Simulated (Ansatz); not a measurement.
`OC1=C[SiH]1Cl` and `Cl[SiH]1C=C1` differ in one atom or group.

Ansatz, PBE0-D4/def2-TZVP geometries, multiplicity 1. Each molecule was computed in one conformer, which needn't be the lowest.

```tsv
property	`OC1=C[SiH]1Cl`
HOMO energy (B3LYP/def2-TZVPP) / eV	-7.48
LUMO energy (PBE/def2-TZVPP) / eV	-0.93
LUMO energy (PBE0/def2-TZVPP) / eV	-0.01
size of the dipole moment (PBE/def2-TZVPP) / D	2.47
HOMO–LUMO gap (PBE/def2-TZVPP) / eV	5.62
LUMO energy (B3LYP/def2-TZVPP) / eV	-0.25
```

(1) Give the same properties after the change, and the shifts. (Best estimate.)

Answers

(1) The calculation gave: 
| property | `Cl[SiH]1C=C1` | shift |
| --- | --- | --- |
| HOMO energy (B3LYP/def2-TZVPP) / eV | -7.44 | 0.04 |
| LUMO energy (PBE/def2-TZVPP) / eV | -1.66 | -0.73 |
| LUMO energy (PBE0/def2-TZVPP) / eV | -0.58 | -0.57 |
| size of the dipole moment (PBE/def2-TZVPP) / D | 1.51 | -0.96 |
| HOMO–LUMO gap (PBE/def2-TZVPP) / eV | 4.78 | -0.84 |
| LUMO energy (B3LYP/def2-TZVPP) / eV | -0.80 | -0.55 |

With PBE0 the HOMO rises by 0.08 eV and the LUMO falls by 0.57 eV, so the gap narrows by about 0.65 eV. PBE moves the HOMO by 0.11 eV and ωB97M-V by 0.10 eV. The zero-point energy changes by -14.3 kJ/mol with -3 modes. Dipoles are sizes alone; their direction can turn.

B3LYP here is the variant with VWN-RPA as its local correlation; programs differ in this.
